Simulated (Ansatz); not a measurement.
`[OH][Ga]([Cl])[Br]` and `[OH][Ga]([OH])[Br]` differ in one atom or group.

Ansatz, PBE0-D4/def2-TZVP geometries, multiplicity 1. Each molecule was computed in one conformer, which needn't be the lowest.

Scalar relativity is left out up to krypton.

```
                                        property  `[OH][Ga]([Cl])[Br]`
            HOMO–LUMO gap (PBE0/def2-TZVPP) / eV                  7.24
size of the dipole moment (B3LYP/def2-TZVPP) / D                  1.53
             LUMO energy (B3LYP/def2-TZVPP) / eV                 -2.00
           HOMO–LUMO gap (B3LYP/def2-TZVPP) / eV                  6.62
  size of the dipole moment (PBE/def2-TZVPP) / D                  1.51
              HOMO energy (PBE0/def2-TZVPP) / eV                 -8.90
```

Task: What does the change do to each property? (Estimate.)

Result: Computed: 
```csv
property,`[OH][Ga]([OH])[Br]`,shift
HOMO–LUMO gap (PBE0/def2-TZVPP) / eV,7.43,0.19
size of the dipole moment (B3LYP/def2-TZVPP) / D,1.46,-0.07
LUMO energy (B3LYP/def2-TZVPP) / eV,-1.66,0.34
HOMO–LUMO gap (B3LYP/def2-TZVPP) / eV,6.79,0.17
size of the dipole moment (PBE/def2-TZVPP) / D,1.45,-0.06
HOMO energy (PBE0/def2-TZVPP) / eV,-8.72,0.18
```

With PBE0 the HOMO rises by 0.18 eV and the LUMO rises by 0.36 eV, so the gap widens by about 0.18 eV. PBE moves the HOMO by 0.19 eV and ωB97M-V by 0.16 eV. The zero-point energy changes by 32.4 kJ/mol with +3 modes. Dipoles are sizes alone; their direction can turn.

B3LYP here is the variant with VWN-RPA as its local correlation; programs differ in this.

Spin–orbit coupling is left out; it splits and shifts lone-pair levels of the heavy atoms by tenths of an eV.
